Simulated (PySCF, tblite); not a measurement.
C₇H₈N₂O.
Geometry (GFN2-xTB, Å), atoms numbered from 1 in this order:
```xyz
18
C7H8N2O angstrom
C     -0.5516   -0.2584   -1.5882
C     -0.4655   -0.3899   -0.0802
C     -1.4173    0.3882    0.7780
N     -2.4244    1.0325    0.1444
O     -1.2793    0.4447    1.9855
C      0.0609   -1.6760    0.5314
C      0.8688   -0.6640    0.5800
C      2.1130    0.0082    0.9869
C      2.7135    0.6787   -0.1426
N      3.1753    1.1986   -1.0489
H     -1.4973   -0.6465   -1.9670
H     -0.4420    0.7808   -1.8965
H      0.2519   -0.8292   -2.0493
H     -3.0684    1.5702    0.6997
H     -2.5485    1.0004   -0.8497
H     -0.1945   -2.6814    0.7521
H      1.8711    0.7594    1.7485
H      2.8257   -0.7101    1.4042
```

Method used: PBE0/pcSseg-1 in PySCF (dipole) on a GFN2-xTB geometry, gas phase.

Take the most abundant isotopes and a rigid rotor. The values belong to one conformer with, in the numbering `[CH3:1][C@@:2]1([C:3]([NH2:4])=[O:5])[CH:6]=[C:7]1[CH2:8][C:9]#[N:10]`, C1–C2–C3–N4 9°, C2–C3–N4–H -179° and 0°, C6–C7–C8–C9 132°.

Problem. Give the principal moments of inertia and the rotational constants in GHz.

Solution. Ia = 234.15, Ib = 565.00, Ic = 606.53 u·Å²; 505379 MHz·u·Å²/I gives 2158, 894.5 and 833.2 MHz, that is A = 2.1583, B = 0.8945, C = 0.8332 GHz.

Problem. Classify the top.

Solution. A near-prolate asymmetric top; Ray's κ = -0.908.

Problem. What does the inertial defect say?

Solution. Not planar: Δ = Ic − Ia − Ib = -192.62 u·Å². For a rigid frame Δ = −2 Σ m c², so Σ m c² = 96.31 u·Å² lies off the ab plane: 14.39 from hydrogen and 81.92 from heavier atoms. The atom farthest from that plane is 2.58 Å away.

Problem. Give the other two planar moments, Paa and Pbb, and the rms extents of the mass along the axes.

Solution. Paa = Σ m a² = (Ib + Ic − Ia)/2 = 468.69 and Pbb = Σ m b² = (Ia + Ic − Ib)/2 = 137.84 u·Å². With the mass M = 136.06 u, the rms extents √(P/M) along a, b and c are 1.86, 1.01, 0.84 Å.

Problem. Predict some low-J microwave lines.

Solution. The dipole components are |μa| = 2.14 D, |μb| = 0.57 D, |μc| = 1.76 D. The squared components, which scale the intensities, stand as 1.00 : 0.07 : 0.68 (a : b : c). Some lines, for components of 0.1 D or more:

```tsv
type	branch	J(Ka,Kc)	MHz	lower level (cm⁻¹)
c	Q	2(1,2) ← 2(0,2)	1205	0.173
c	Q	1(1,1) ← 1(0,1)	1264	0.058
b	Q	1(1,0) ← 1(0,1)	1325	0.058
b	Q	2(1,1) ← 2(0,2)	1389	0.173
a	R	1(0,1) ← 0(0,0)	1728	0.000
b	R	2(0,2) ← 1(1,1)	2189	0.100
b	R	1(1,1) ← 0(0,0)	2992	0.000
c	R	1(1,0) ← 0(0,0)	3053	0.000
a	R	2(1,2) ← 1(1,1)	3394	0.100
a	R	2(0,2) ← 1(0,1)	3453	0.058
a	R	2(1,1) ← 1(1,0)	3517	0.102
c	Q	2(2,1) ← 2(1,1)	3792	0.219
b	Q	2(2,0) ← 2(1,1)	3794	0.219
b	Q	2(2,1) ← 2(1,2)	3975	0.213
b	R	2(1,2) ← 1(0,1)	4658	0.058
c	R	2(1,1) ← 1(0,1)	4842	0.058
b	R	2(2,1) ← 1(1,0)	7308	0.102
c	R	2(2,0) ← 1(1,0)	7310	0.102
c	R	2(2,1) ← 1(1,1)	7369	0.100
b	R	2(2,0) ← 1(1,1)	7372	0.100
```

Its GFN2-xTB frequencies are all real (lowest 21 cm⁻¹). No vibrational averaging or centrifugal distortion is included, and the geometry carries the error of its method. A rigid rotor knows nothing of internal rotation, which can split or shift real lines. Quadrupole hyperfine structure (14N) is left out.

The run took 46 s wall on x86-64 server, one thread (shared host). This is the PBE0/pcSseg-1 job that gave the dipole, with the shieldings it also computed.
